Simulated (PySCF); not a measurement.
CH₄O₂Si, SMILES CO[Si]O (connectivity only; charge and spin as stated), neutral, multiplicity 1.

Coordinates come from a r2SCAN-D4/def2-SVP optimisation. One conformer was computed; it need not be the lowest.

These are TDA-B3LYP/def2-SVPD in PySCF values and carry that method's errors.

Vertical excitations. Gas-phase values at a fixed geometry. State labels are in the subgroup Cs.

**Question.** List the lowest excited states. (The exact figures need the calculation; the answer reports its results.)

**Answer.** 
```
state  symmetry  energy (eV)  λ (nm)      f                                                             main pairs
-----  --------  -----------  ------  -----  ---------------------------------------------------------------------
S1           A"         5.20     239  0.123                                                         HOMO→LUMO 91 %
S2           A'         6.25     198  0.012                                     HOMO−1→LUMO 72 %, HOMO→LUMO+1 25 %
S3           A'         6.71     185  0.180                                     HOMO→LUMO+2 58 %, HOMO→LUMO+1 28 %
S4           A'         6.77     183  0.161  HOMO→LUMO+2 38 %, HOMO→LUMO+1 37 %, HOMO−1→LUMO 13 %, HOMO→LUMO+3 8 %
S5           A"         7.09     175  0.042                                     HOMO−2→LUMO 74 %, HOMO−4→LUMO 20 %
S6           A"         7.46     166  0.039                                     HOMO−4→LUMO 74 %, HOMO−2→LUMO 13 %
S7           A'         7.49     165  0.357                                                       HOMO→LUMO+3 81 %
S8           A"         7.56     164  0.013                                                     HOMO−1→LUMO+1 88 %
S9           A"         7.78     159  0.002                                                     HOMO−1→LUMO+2 97 %
S10          A'         7.80     159  0.169                                     HOMO−3→LUMO 62 %, HOMO→LUMO+4 25 %
T1           A"         3.22     385      0                                                         HOMO→LUMO 98 %
T2           A'         5.31     234      0                   HOMO→LUMO+1 72 %, HOMO−1→LUMO 11 %, HOMO→LUMO+3 11 %
T3           A'         5.38     230      0                                                       HOMO−1→LUMO 86 %
T4           A'         6.14     202      0                                                       HOMO→LUMO+2 76 %
```
Triplets are in the Tamm–Dancoff approximation.
